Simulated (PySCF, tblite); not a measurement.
Isomers of C8H14N2, one GFN2-xTB conformer each. Single-point energies are computed at PBE0/pcSseg-1 (PySCF, gas phase, no added dispersion term), electronic only.

**Question.** Rank them by PBE0/pcSseg-1 energy, lowest first (kcal/mol).
A. `[CH3:1][CH2:2][C@@H:3]1[CH:4]=[N:5][N:6]([CH:7]2[CH2:8][CH2:9]2)[CH2:10]1` with C1–C2–C3–C4 -72°, N5–N6–C7–C8 -10°, C2–C3–C4–N5 -113°, C4–N5–N6–C7 -154°, N6–C7–C8–C9 111°, N5–N6–C10–C3 13°
B. `[CH2:1]=[CH:2][C:3]1=[N:4][N:5]([CH:6]([CH3:7])[CH3:8])[CH2:9][CH2:10]1` with C1–C2–C3–N4 -179°, N4–N5–C6–C7 -66°
C. `[CH2:1]=[CH:2][C@@H:3]1[CH2:4][N:5]([CH3:6])[N:7]=[C:8]1[CH2:9][CH3:10]` with C1–C2–C3–C4 -137°, N7–C8–C9–C10 106°, C2–C3–C4–N5 -104°, C3–C4–N5–C6 -152°, C4–N5–N7–C8 12°, C2–C3–C8–N7 112°
D. `[CH3:1][NH:2][C@@H:3]1[C@H:4]2[C@H:5]3[CH2:6][C@@H:7]1[C@@:8]23[CH2:9][NH2:10]` with C1–N2–C3–C4 171°, C7–C8–C9–N10 173°, C8–C9–N10–H 180° and 60°
E. `[CH2:1]=[CH:2]/[C:3]([CH2:4][CH3:5])=[N:6]\[N:7]=[CH:8]\[CH2:9][CH3:10]` with C1–C2–C3–C4 1°, C2–C3–C4–C5 80°, C3–N6–N7–C8 -100°, N7–C8–C9–C10 118°
F. `[CH3:1][C@H:2]1[CH:3]=[N:4][N:5]([CH:6]2[CH2:7][CH2:8][CH2:9]2)[CH2:10]1` with N4–N5–C6–C7 -41°, C1–C2–C3–N4 126°, C3–N4–N5–C6 -153°, N5–C6–C7–C8 -129°, C6–C7–C8–C9 11°
G. `[H]/[N:1]=[CH:2]\[C@@H:3]1[CH2:4][CH:5]=[C:6]([CH2:7][NH2:8])[CH2:9][CH2:10]1` with N1–C2–C3–C4 -132°, C5–C6–C7–N8 -119°, C6–C7–N8–H 64° and -177°, C2–C3–C4–C5 -75°, C3–C4–C5–C6 -19°, C5–C6–C9–C10 -14°, C6–C9–C10–C3 44°

**Answer.** G (0.0), B (9.1), C (16.4), F (19.2), A (23.1), E (28.1), D (43.7).

As drawn, the lowest has a C=N bond and a C=C bond outside aromatic rings, which the highest lacks; the highest has a three-membered ring, a four-membered ring and a quaternary carbon, which the lowest lacks. GFN2-xTB itself gives, in the same order: 14.9, 3.7, 9.5, 0.0, 7.7, 25.0, 35.2. GFN2-xTB puts C[C@H]1C=NN(C2CCC2)C1 lowest instead; measured from each level's own lowest isomer, the values differ by up to 19.2 kcal/mol (C[C@H]1C=NN(C2CCC2)C1: 0.0 against 19.2).

**Question.** Which frontier levels, dipoles and rotational constants go with these structures?

**Answer.** 
```csv
SMILES,"HOMO (eV, PBE0/pcSseg-1)",LUMO (eV),dipole (D),"A, B, C (MHz)"
[H]/N=C\[C@@H]1CC=C(CN)CC1,-6.88,0.19,2.83,"2182, 851.3, 789.2"
C=CC1=NN(C(C)C)CC1,-5.35,-0.61,2.27,"2799, 776.2, 700.1"
C=C[C@@H]1CN(C)N=C1CC,-5.63,-0.10,1.73,"1667, 1099, 741.7"
C[C@H]1C=NN(C2CCC2)C1,-5.65,0.46,1.98,"3770, 749.8, 672.6"
CC[C@@H]1C=NN(C2CC2)C1,-5.55,0.34,2.05,"4327, 684.9, 644.6"
C=C/C(CC)=N\N=C\CC,-6.38,-1.13,1.63,"2726, 550.4, 489.4"
CN[C@@H]1[C@H]2[C@H]3C[C@@H]1[C@@]23CN,-6.01,1.30,2.38,"2115, 1033, 835.3"
```

**Question.** What happens when harmonic zero-point energies from GFN2-xTB frequencies are added?

**Answer.** 
```tsv
SMILES	ZPE (kcal/mol)	electronic (kcal/mol)	with ZPE (kcal/mol)
[H]/N=C\[C@@H]1CC=C(CN)CC1	131.0	0.0	0.0
C=CC1=NN(C(C)C)CC1	129.4	9.1	7.5
C=C[C@@H]1CN(C)N=C1CC	129.2	16.4	14.6
C[C@H]1C=NN(C2CCC2)C1	131.1	19.2	19.3
CC[C@@H]1C=NN(C2CC2)C1	130.6	23.1	22.7
C=C/C(CC)=N\N=C\CC	128.0	28.1	25.0
CN[C@@H]1[C@H]2[C@H]3C[C@@H]1[C@@]23CN	131.2	43.7	43.9
```

The zero-point energies span 3.2 kcal/mol. The order is unchanged.
